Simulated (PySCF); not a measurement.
**Computed structure and properties of Nd(OH)3**

System: Nd(OH)3 (singlet in the valence; each metal's 4f electrons, 3 of them, lie in its core potential, out of spins and levels); start: template (C3v). Method: PySCF 2.14.0, RKS BP86, Nd lcecp-1-SVP with ECP49, O def2-SVP, H def2-SVP; non-relativistic Hamiltonian with scalar-relativistic core potentials where named; density fitting; no spin-orbit coupling.

Input of the relaxation:

```python
mol = gto.M(atom='''
Nd    -0.00000    -0.00000    -0.00549
O      2.21980     0.00000    -0.00549
H      3.11978     0.00000     0.34451
O     -1.10990     1.92240    -0.00549
H     -1.55989     2.70181     0.34451
O     -1.10990    -1.92240    -0.00549
H     -1.55989    -2.70181     0.34451''',
    basis={'Nd': 'lcecp-1-SVP', 'O': 'def2-SVP', 'H': 'def2-SVP'},
    ecp={'Nd': 'lcecp-1-SVP'},
    charge=0, spin=0)
mf = dft.RKS(mol, xc='B88,P86')
mf.grids.atom_grid = (50, 194)  # f atoms: unpruned, at least (60, 302)
mf = mf.density_fit()  # fitting sets: Nd AutoAux, O def2-universal-JKFIT, H def2-universal-JKFIT
mf.conv_tol = 1e-08; mf.max_cycle = 55
mf.kernel(dm0)  # dm0: converged density of the start geometry
# quasi-Newton relaxation in Cartesian coordinates to a largest gradient under 0.00045 Eh/bohr, steps kept in the point group
```

Run from Python with OMP_NUM_THREADS=2; the lines above give its settings. Where DIIS fails, smearing, a level shift and second-order steps follow.
It took 27 s on 2 threads of Arm Neoverse V1, on a shared host, from the converged density of the start.

Course of the relaxation:

```
step  energy above end (eV)  largest force component within the symmetry (eV/Å)
   0                 0.3794                                               1.812
   1                 0.1503                                               0.668
   2                 0.0514                                               0.446
   3                 0.0145                                               0.582
   4                 0.0037                                               0.100
   5                 0.0003                                               0.022
   6                 0.0000                                               0.016
   7                 0.0000                                               0.013
```

Relaxed geometry (C3v):

```xyz
7

Nd    0.0000    0.0000   -0.3793
O     2.0668    0.0000    0.0596
H     2.9722    0.0000    0.4040
O    -1.0334    1.7899    0.0596
H    -1.4861    2.5740    0.4040
O    -1.0334   -1.7899    0.0596
H    -1.4861   -2.5741    0.4040
```

| contact | Å |
| --- | --- |
| Nd1–O2 (OH) | 2.113 |
| Nd1–O4 (OH) | 2.113 |
| Nd1–O6 (OH) | 2.113 |

On the finer grid (75, 302):

* HOMO: -5.87 eV
* LUMO: -1.80 eV
* Dipole about the centre of mass: 1.37 D
* Set of Mulliken populations of Nd1 outside the core potential: s 2.14, p 6.31, d 1.58, f 0.10
* D3(BJ) dispersion energy (not in the energies): -0.177 eV

```
atom  Mulliken (e)  Löwdin (e)  spin (e)
 Nd1          0.87        0.57      0.00
  O2         -0.46       -0.27      0.00
  H3          0.17        0.08      0.00
  O4         -0.46       -0.27      0.00
  H5          0.17        0.08      0.00
  O6         -0.46       -0.27      0.00
  H7          0.17        0.08      0.00
```

The 4f levels lie in the core potential and are missing. Their spin isn't counted.

On the grid (50, 194), as all that follows. Harmonic modes: a minimum within the noise of the softest modes; lowest 48 cm⁻¹ (negative: unstable), highest 3823 cm⁻¹, zero-point energy 0.976 eV.

Taking off one OH (charge -1, singlet; the rest: singlet) in vacuum, both parts rigid, costs 10.85 eV; the small basis without counterpoise inflates it. Most of it is the attraction of opposite charges; other ways to part are cheaper, and one spin state was tried for the rest.

Rigid scan of OH along the line from its metal:

distance to O2 (Å), energy (eV) and a bar:
```
     1.81      1.269 ############
     1.91      0.484 #####
     2.01      0.104 #
     2.11      0.000 
     2.21      0.081 #
     2.31      0.282 ###
     2.51      0.874 ########
     2.81      1.894 ##################
     3.21      3.098 ##############################
```

One start shape was tried, so this needn't be the lowest isomer.

An lcecp potential fixes the number of 4f electrons, so in runs with it no electron can move into or out of that shell.
